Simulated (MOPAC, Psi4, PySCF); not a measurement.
Two rigid molecules brought together: N2 ··· H3B (SMILES N#N and B). Monomers: optimised at B3LYP-D3(BJ) (def2-TZVP), held rigid. Orientation: a random orientation, not optimised. Only R, the distance of the centres of mass, is varied, so the lowest point isn't the relaxed dimer.

Geometry at R = 4.20 Å (first 2 atoms: monomer A):
```
6

N      0.5455     0.0000     0.0000
N     -0.5455     0.0000     0.0000
B     -3.1776     1.7979     2.0763
H     -2.9920     2.9087     1.6941
H     -2.6136     0.8885     1.5572
H     -3.9270     1.5964     2.9775
```

- AM1, restricted, heats of formation (MOPAC)
- RHF/STO-3G = restricted Hartree-Fock/STO-3G, no counterpoise correction run with PySCF
- RKS-B3LYP/3-21G = restricted B3LYP/3-21G, no counterpoise correction (PySCF 2.14.0)
- CCSD(T)/aug-cc-pVDZ = Psi4 with DF-CCSD(T)/aug-cc-pVDZ, frozen core, counterpoise-corrected

Interaction energies in kJ/mol; the last columns give the difference from CCSD(T):

```tsv
R / Å	AM1	RHF/STO-3G	RKS-B3LYP/3-21G	CCSD(T)/aug-cc-pVDZ	AM1 − CCSD(T)/aug-cc-pVDZ	RHF/STO-3G − CCSD(T)/aug-cc-pVDZ	RKS-B3LYP/3-21G − CCSD(T)/aug-cc-pVDZ
3.63	14.69	14.95	7.52	15.44	-0.75	-0.49	-7.92
3.84	7.58	6.72	1.35	6.66	0.92	0.05	-5.31
4.00	4.10	3.60	-0.69	3.18	0.92	0.42	-3.87
4.20	1.82	1.65	-1.53	0.94	0.88	0.71	-2.48
4.36	1.10	0.91	-1.50	0.10	1.01	0.81	-1.59
4.61	0.74	0.40	-0.97	-0.41	1.15	0.82	-0.56
4.87	0.56	0.22	-0.42	-0.49	1.05	0.71	0.08
5.18	0.38	0.14	-0.04	-0.41	0.78	0.55	0.36
5.67	0.19	0.09	0.08	-0.24	0.43	0.33	0.32
6.41	0.09	0.05	0.04	-0.10	0.18	0.15	0.14
7.37	0.04	0.03	0.02	-0.03	0.07	0.06	0.05
8.70	0.02	0.01	0.01	-0.01	0.03	0.02	0.02
```

AM1 is furthest from CCSD(T)/aug-cc-pVDZ at 4.61 (1.15 kJ/mol, above); its mean absolute difference over the points is 0.68 kJ/mol.

RHF/STO-3G is furthest from CCSD(T)/aug-cc-pVDZ at 4.61 (0.82 kJ/mol, above); its mean absolute difference over the points is 0.43 kJ/mol.

RKS-B3LYP/3-21G is furthest from CCSD(T)/aug-cc-pVDZ at 3.63 (-7.92 kJ/mol, below); its mean absolute difference over the points is 1.89 kJ/mol.
